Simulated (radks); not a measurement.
The rhenium ion Re20+, 55 electrons, occupied as [Kr] 4d9 4f9 5d1 (not the ground configuration).

Calculated with a radial shooting solver on a logarithmic mesh with Libxc functionals: scalar-relativistic Kohn-Sham, LDA (Slater exchange, Perdew-Zunger correlation), spin-unpolarised, spherical densities, point nucleus.

Energy parts (eV):
| part | energy |
|---|---|
| total | -449283.21 |
| kinetic | 496923.93 |
| electron-nucleus | -1082404.93 |
| Hartree | 144337.82 |
| exchange-correlation | -8140.04 |

Orbitals (lengths in bohr, moments of r in powers of bohr):
| orbital | occ. | eigenvalue (eV) | <r^4> |
|---|---|---|---|
| 1s | 2 | -72161.19 | 5.464e-07 |
| 2s | 2 | -12966.75 | 0.00008175 |
| 2p | 6 | -11389.81 | 0.00006455 |
| 3s | 2 | -3419.305 | 0.002982 |
| 3p | 6 | -2954.215 | 0.003212 |
| 3d | 10 | -2427.227 | 0.002468 |
| 4s | 2 | -1117.927 | 0.06277 |
| 4p | 6 | -961.0157 | 0.07961 |
| 4d | 9 | -765.0470 | 0.1005 |
| 4f | 9 | -546.5417 | 0.1250 |
| 5s | 0 | -508.2785 | 0.8779 |
| 5p | 0 | -451.9251 | 1.160 |
| 5d | 1 | -378.5651 | 1.675 |
| 5f | 0 | -300.1371 | 2.662 |
| 6d | 0 | -232.8195 | 12.32 |

The highest occupied level is 5d at -378.57 eV. The configuration is held as typed, so some empty levels lie below it. The density falls to 0.001 e/bohr^3 at r = 1.87 bohr.
